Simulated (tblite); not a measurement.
CH12N4OSi3.
SMILES with atom numbers: `[NH2:1][SiH:2]([NH2:3])[N:4]([SiH3:5])[SiH2:6][NH:7][CH:8]=[O:9]` (hydrogens: H10, H11 on N1; H12 on Si2; H13, H14 on N3; H15, H16, H17 on Si5; H18, H19 on Si6; H20 on N7; H21 on C8)

Computed with GFN2-xTB (tblite), gas phase: L-BFGS steps from a force-field or distance-geometry start until the largest atomic force falls under 0.01 eV/Å.

Step 21: E = -798.0985 eV
```
atom  x, y, z in Å  |  force x, y, z in eV/Å
N1     -2.9395   -0.8111    0.5274   -0.020  -0.043   0.003
Si2    -1.7919    0.0906   -0.3768    0.140  -0.057  -0.043
N3     -2.0628    1.7864   -0.2111    0.064  -0.024   0.117
N4     -0.1662   -0.3578    0.1420    0.085  -0.027   0.069
Si5     0.2221   -0.8431    1.7883    0.008   0.067   0.071
Si6     1.0593   -0.5391   -1.0440   -0.309  -0.183  -0.226
N7      2.6979    0.0528   -0.7799   -0.144  -0.018  -0.018
C8      3.1889    0.8263    0.1998   -0.065  -0.065  -0.085
O9      2.5879    1.2105    1.1688   -0.092  -0.014   0.013
H10    -3.8156   -1.0480    0.0949    0.020   0.065   0.077
H11    -3.0556   -0.6145    1.5064   -0.038  -0.020  -0.026
H12    -1.9420   -0.4116   -1.7485   -0.005  -0.019   0.016
H13    -3.0094    2.1273   -0.1528    0.111   0.010  -0.044
H14    -1.4447    2.4817   -0.5968   -0.014  -0.116   0.044
H15     0.6405    0.2871    2.6027   -0.049   0.089  -0.006
H16     1.2795   -1.8649    1.7245   -0.054   0.054  -0.055
H17    -0.9651   -1.4538    2.4014    0.008  -0.006  -0.086
H18     0.6167    0.1634   -2.2509    0.057   0.084  -0.033
H19     1.3186   -1.9639   -1.3432   -0.008   0.090   0.058
H20     3.3257   -0.1968   -1.5287    0.108   0.090   0.131
H21     4.2468    1.0954    0.0310    0.197   0.047   0.023
```

Step 22: E = -798.1094 eV
```
atom  x, y, z in Å  |  force x, y, z in eV/Å
N1     -2.9433   -0.8132    0.5300   -0.015  -0.051  -0.002
Si2    -1.7972    0.0812   -0.3837    0.132  -0.024   0.151
N3     -2.0565    1.7759   -0.2013    0.066   0.020   0.102
N4     -0.1756   -0.3733    0.1349    0.168  -0.019   0.105
Si5     0.2251   -0.8381    1.7857   -0.010   0.108   0.088
Si6     1.0536   -0.5406   -1.0480   -0.178  -0.145  -0.223
N7      2.6975    0.0497   -0.7798   -0.115   0.017  -0.002
C8      3.1846    0.8230    0.2021   -0.011  -0.020  -0.048
O9      2.5850    1.2079    1.1722   -0.114  -0.031  -0.010
H10    -3.8228   -1.0374    0.1000   -0.031   0.038   0.050
H11    -3.0598   -0.6129    1.5081   -0.013  -0.008  -0.026
H12    -1.9466   -0.4123   -1.7489   -0.031  -0.074  -0.125
H13    -2.9990    2.1279   -0.1531    0.072  -0.001  -0.034
H14    -1.4314    2.4668   -0.5820    0.018  -0.092   0.030
H15     0.6340    0.3116    2.5857   -0.072  -0.003  -0.047
H16     1.2859   -1.8590    1.7228   -0.072   0.089  -0.044
H17    -0.9615   -1.4509    2.4006    0.030   0.002  -0.081
H18     0.6125    0.1614   -2.2529    0.049   0.121  -0.063
H19     1.3187   -1.9577   -1.3574    0.002   0.016   0.055
H20     3.3423   -0.1895   -1.5188    0.000   0.047   0.114
H21     4.2455    1.0966    0.0383    0.122   0.009   0.009
```

Step 23: E = -798.1183 eV
```
atom  x, y, z in Å  |  force x, y, z in eV/Å
N1     -2.9471   -0.8149    0.5315   -0.002  -0.056  -0.010
Si2    -1.7993    0.0729   -0.3876    0.094  -0.003   0.237
N3     -2.0499    1.7677   -0.1916    0.051   0.009   0.098
N4     -0.1809   -0.3882    0.1302    0.188   0.004   0.091
Si5     0.2275   -0.8320    1.7852   -0.013   0.111   0.079
Si6     1.0456   -0.5451   -1.0555   -0.011  -0.052  -0.155
N7      2.6940    0.0474   -0.7792   -0.069   0.049   0.007
C8      3.1805    0.8202    0.2038    0.015   0.016  -0.007
O9      2.5808    1.2049    1.1746   -0.095  -0.037  -0.036
H10    -3.8301   -1.0284    0.1052   -0.064   0.021   0.020
H11    -3.0634   -0.6117    1.5090    0.009   0.003  -0.011
H12    -1.9526   -0.4155   -1.7516   -0.037  -0.087  -0.160
H13    -2.9890    2.1289   -0.1537    0.041  -0.017  -0.026
H14    -1.4202    2.4546   -0.5683    0.071  -0.053   0.007
H15     0.6282    0.3324    2.5705   -0.082  -0.045  -0.055
H16     1.2899   -1.8520    1.7214   -0.071   0.105  -0.032
H17    -0.9569   -1.4490    2.3995    0.031   0.006  -0.066
H18     0.6114    0.1636   -2.2558    0.028   0.145  -0.097
H19     1.3217   -1.9528   -1.3688    0.006  -0.084   0.032
H20     3.3545   -0.1826   -1.5078   -0.086  -0.002   0.073
H21     4.2462    1.0968    0.0434   -0.004  -0.035   0.010
```

Step 24: E = -798.1264 eV
```
atom  x, y, z in Å  |  force x, y, z in eV/Å
N1     -2.9531   -0.8173    0.5326    0.015  -0.052  -0.008
Si2    -1.8004    0.0637   -0.3887    0.043  -0.012   0.200
N3     -2.0427    1.7593   -0.1815    0.067   0.009   0.079
N4     -0.1833   -0.4048    0.1255    0.161   0.037   0.035
Si5     0.2297   -0.8247    1.7851   -0.006   0.089   0.048
Si6     1.0384   -0.5513   -1.0664    0.131   0.051  -0.064
N7      2.6893    0.0460   -0.7773   -0.027   0.066  -0.001
C8      3.1765    0.8177    0.2065    0.011   0.039   0.033
O9      2.5752    1.2011    1.1776   -0.063  -0.027  -0.047
H10    -3.8409   -1.0191    0.1114   -0.071   0.016  -0.006
H11    -3.0671   -0.6102    1.5095    0.024   0.006  -0.002
H12    -1.9619   -0.4214   -1.7578   -0.023  -0.058  -0.078
H13    -2.9781    2.1303   -0.1538    0.022  -0.036  -0.020
H14    -1.4059    2.4432   -0.5520    0.088  -0.054   0.004
H15     0.6213    0.3541    2.5513   -0.085  -0.050  -0.032
H16     1.2942   -1.8417    1.7214   -0.057   0.107  -0.019
H17    -0.9506   -1.4473    2.4000    0.017   0.007  -0.049
H18     0.6118    0.1697   -2.2602    0.011   0.146  -0.110
H19     1.3286   -1.9506   -1.3823    0.004  -0.160   0.007
H20     3.3633   -0.1767   -1.4956   -0.141  -0.049   0.017
H21     4.2467    1.0968    0.0491   -0.121  -0.074   0.014
```

**Question.** Estimate the geometry and energy of step 25. (The exact step hangs on the optimiser's Hessian estimate; all steps are aligned on step 24, rigid shifts and turns removed.)

**Answer.** E = -798.1337 eV, largest force 0.233 eV/Å
```
atom  x, y, z in Å  |  force x, y, z in eV/Å
N1     -2.9585   -0.8219    0.5341    0.013  -0.047  -0.014
Si2    -1.7997    0.0548   -0.3859    0.004  -0.018   0.088
N3     -2.0348    1.7522   -0.1707    0.038  -0.060   0.084
N4     -0.1811   -0.4172    0.1222    0.095   0.071  -0.046
Si5     0.2312   -0.8169    1.7854   -0.001   0.042  -0.001
Si6     1.0346   -0.5557   -1.0774    0.202   0.117   0.004
N7      2.6858    0.0462   -0.7760   -0.002   0.075  -0.002
C8      3.1733    0.8162    0.2094   -0.024   0.034   0.045
O9      2.5685    1.1972    1.1793   -0.045  -0.002  -0.024
H10    -3.8519   -1.0100    0.1170   -0.043   0.020  -0.017
H11    -3.0701   -0.6086    1.5100    0.033   0.002   0.009
H12    -1.9695   -0.4263   -1.7640    0.000  -0.016   0.057
H13    -2.9679    2.1306   -0.1544    0.029  -0.050  -0.020
H14    -1.3910    2.4297   -0.5375    0.123  -0.013  -0.014
H15     0.6125    0.3724    2.5329   -0.072  -0.009   0.020
H16     1.2969   -1.8300    1.7204   -0.028   0.092  -0.002
H17    -0.9452   -1.4448    2.3989   -0.004   0.002  -0.028
H18     0.6105    0.1766   -2.2661    0.013   0.127  -0.091
H19     1.3323   -1.9512   -1.3943    0.003  -0.183  -0.010
H20     3.3692   -0.1728   -1.4853   -0.154  -0.087  -0.048
H21     4.2459    1.0966    0.0563   -0.180  -0.096   0.011
```

The energy changes by -0.0073 eV. The first-order estimate −F·Δx gives -0.0100 eV and the mean of the old and new forces, exact on a quadratic surface, -0.0073 eV. The step makes an angle of 71° with the force vector and moves no atom by more than 0.027 Å.

The cost below is that of the whole relaxation. Time: 3.1 s of wall time. Hardware: one thread, Arm Neoverse V1 (aarch64), no GPU, shared host with 32 logical CPUs at a one-minute load of 23.
